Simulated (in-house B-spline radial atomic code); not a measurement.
# OEP/ALDAx excitations of C III (C2+)

Method: OEP/ALDAx. Computed with a B-spline radial code for spherical atoms: linear response of the closed shell [He] 2s2 with the adiabatic LDA exchange kernel on the exchange-only optimised effective potential; scalar-relativistic (spin-free one-electron X2C), finite nucleus, no spin-orbit coupling, no double excitations, S, P, D and F terms only.

Command:
```bash
python run_td.py task.json out
```
Settings (radii: box in bohr, nucleus in fm):
```
Z                        6
electrons                4
configuration            [He] 2s2
hamiltonian              x2c
method                   oep
box_radius               29.48
rms_radius               2.4702
intervals                111
```

Cost of the run: 0.4 s on 1 thread of Intel(R) Xeon(R) Platinum 8259CL CPU @ 2.50GHz (Skylake/Cascade Lake) (shared host).

The lowest states, in the order of their Tamm-Dancoff energies; the method's threshold (minus the highest occupied level) is 46.12 eV. Labels give the largest channel, * marks a mixed state, and oscillator strengths are full-response dipole values. Semilocal kernels can invert the small singlet-triplet splittings of Rydberg terms. Energies in eV:

```json
{"state": "2s → 2p 3P", "full response": "4.793", "Tamm-Dancoff": "5.712", "oscillator strength": "-"}
{"state": "2s → 2p 1P", "full response": "?", "Tamm-Dancoff": "?", "oscillator strength": "?"}
{"state": "2s → 3s 3S", "full response": "27.878", "Tamm-Dancoff": "27.900", "oscillator strength": "-"}
{"state": "2s → 3s 1S", "full response": "29.300", "Tamm-Dancoff": "29.327", "oscillator strength": "-"}
{"state": "2s → 3p 3P", "full response": "30.13", "Tamm-Dancoff": "30.16", "oscillator strength": "-"}
{"state": "2s → 3p 1P", "full response": "30.72", "Tamm-Dancoff": "30.74", "oscillator strength": "0.222"}
{"state": "2s → 3d 3D", "full response": "31.26", "Tamm-Dancoff": "31.29", "oscillator strength": "-"}
{"state": "2s → 3d 1D", "full response": "32.07", "Tamm-Dancoff": "32.07", "oscillator strength": "-"}
{"state": "2s → 4s 3S", "full response": "36.71", "Tamm-Dancoff": "36.71", "oscillator strength": "-"}
{"state": "2s → 4s 1S", "full response": "37.15", "Tamm-Dancoff": "37.16", "oscillator strength": "-"}
{"state": "2s → 4p 3P", "full response": "37.57", "Tamm-Dancoff": "37.58", "oscillator strength": "-"}
{"state": "2s → 4p 1P", "full response": "37.75", "Tamm-Dancoff": "37.76", "oscillator strength": "0.0783"}
{"state": "2s → 4d 3D", "full response": "?", "Tamm-Dancoff": "?", "oscillator strength": "-"}
{"state": "2s → 4f 3F", "full response": "38.31", "Tamm-Dancoff": "38.31", "oscillator strength": "-"}
{"state": "2s → 4d 1D", "full response": "38.32", "Tamm-Dancoff": "38.32", "oscillator strength": "-"}
{"state": "2s → 4f 1F", "full response": "38.34", "Tamm-Dancoff": "38.34", "oscillator strength": "-"}
```

(1) Where does 2s → 2p 1P lie?

(2) Where does 2s → 4d 3D lie?

(3) How large is the singlet-triplet splitting of 2s → 2p (P terms) in Tamm-Dancoff?

(4) What polarisabilities and dispersion coefficient does the method give?

Answers

(1) At 12.356 eV in full response, 13.142 eV in Tamm-Dancoff, oscillator strength 0.777.

(2) At 38.02 eV in full response, 38.03 eV in Tamm-Dancoff.

(3) 7.43 eV, from the unrounded values.

(4) Dipole 4.128 bohr³, quadrupole 5.474 bohr⁵, C6 6.396 hartree·bohr⁶ for two such species.
